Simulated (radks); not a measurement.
Valence configurations of the silver ion Ag2+ (all share [Kr]). Method: scalar-relativistic Kohn-Sham, r2SCAN, spin-polarised, spherical densities, finite nucleus; open shells are filled with parallel spins first (spin-orbit coupling, left out, can overturn this in heavy ions); meta-GGA in the generalised Kohn-Sham scheme; Fermi nuclear charge, rms radius 4.5454 fm; computed with a radial shooting solver on a logarithmic mesh with Libxc functionals. Energies are relative to 4d9; eigenvalues in eV for spin up.

valence	E (eV)	moment (Bohr magnetons)	e(4d)	e(5p)	e(5s)
4d9	0.000	1	-29.583	-	-
4d8.5 5s0.5	4.195	2	-32.000	-	-21.890
4d8.5 5p0.5	7.650	2	-32.627	-15.323	-
4d8 5s1	8.437	3	-34.397	-	-23.463
4d8 5p1	15.718	3	-35.620	-16.729	-
4d7.5 5p1.5	24.259	4	-38.583	-18.019	-
4d7 5p2	33.291	5	-41.526	-19.193	-
4d6.5 5s1 5p1.5	34.583	6	-43.342	-19.685	-27.999
4d6.5 5p2.5	42.835	6	-44.457	-20.270	-
4d5.5 5s2 5p1.5	50.525	6	-48.321	-20.636	-29.377

NIST lists [Kr] 4d9 as the ground configuration; this level of theory agrees among the configurations tried. The energies are those of spherical high-spin densities, not of single terms.
